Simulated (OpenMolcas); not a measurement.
**4s² 4p² along the 32-electron sequence**

```yaml
Program: OpenMolcas 26.06
Method: SS-RASPT2, IPEA 0.25 Eh, imaginary shift 0.1 Eh
Basis: ANO-RCC-VQZP
Scalar_Hamiltonian: DKH2, point nucleus
Spin-orbit_coupling: state interaction with AMFI integrals over the reference wave functions, term energies averaged over their components
```

Active space for each ion: 4 electrons in 9 orbitals (RAS2 4s 4p; RAS3 4d, at most 2 electrons); closed shells correlated by CASPT2: 3d.

Computed levels in cm-1 above ³P₀:

| Level | Ge | As+ | Se2+ | Br3+ | Kr4+ |
| --- | --- | --- | --- | --- | --- |
| ³P₁ | 493 | 938 | 1503 | 2250 | 3230 |
| ³P₂ | 1276 | 2280 | 3490 | 4980 | 6780 |
| ¹D₂ | 8180 | 9940 | 12920 | 15870 | 19110 |
| ¹S₀ | 17540 | 22610 | 28160 | 33570 | 38990 |
| weight of ³P in the lowest level (%) | 100 | 99 | 99 | 98 | 97 |

Measured, with the error of the calculation in %. Measured levels: Ge, As+ from NIST Handbook of Basic Atomic Spectroscopic Data; Se2+ from Moore, Atomic Energy Levels, vol. II, NSRDS-NBS 35 (1971 reprint of NBS Circular 467, 1952); Kr4+ from Saloman, J. Phys. Chem. Ref. Data 36, 215 (2007).

```
Level            Ge           As+          Se2+          Kr4+
  ³P₁   557 (-11.4)  1063 (-11.8)  1741 (-13.7)  3743 (-13.8)
  ³P₂   1410 (-9.5)  2541 (-10.1)  3937 (-11.3)  7595 (-10.7)
  ¹D₂  7125 (+14.9)  10096 (-1.6)  13032 (-0.8)  19723 (-3.1)
  ¹S₀  16367 (+7.2)     22599 (0)                39204 (-0.6)
```

The fine-structure level ³P₂ changes by a factor of 5.31 from Ge to Kr4+. Its fourth root runs 5.98, 6.91, 7.69, 8.40, 9.07, with steps per unit of Z of 0.93, 0.78, 0.71, 0.67; equal steps would mean a (Z - σ)^4 law with constant σ.

¹D₂ changes by a factor of 2.34 over the same range, with steps per unit of Z of +1760, +2980, +2950, +3240 cm-1.

CASPT2 breaks the degeneracy within a term, and the mean is taken; among the terms shown or strongly mixed into the levels shown the widest spread is 15 cm-1 (4s² 4p² ¹D, As+). Over all roots computed the reference weight is 0.92 to 0.98 in As+; the roots of lowest weight are the least certain, and an intruder state may touch them. Some high roots are left out of the spin-orbit mixing, which shifts the levels that they would mix with (holds for Ge). Active for correlation alone: 4d; no level in the range computed is led by a configuration that fills it, so any true level of that kind is missing (holds for Ge; Br3+; Kr4+). The run also gave levels led by 4s 4p² 4d, 4s² 4p 4d, which use shells meant for correlation; these and all levels above them are left out (holds for As+; Se2+). Computed and measured levels are paired by configuration, term and J; levels that our copy of the source lacks, or whose pairing is in doubt (as where it misses far off the trend of its configuration), stay unpaired and out of the deviations. Only configurations of the active space appear.
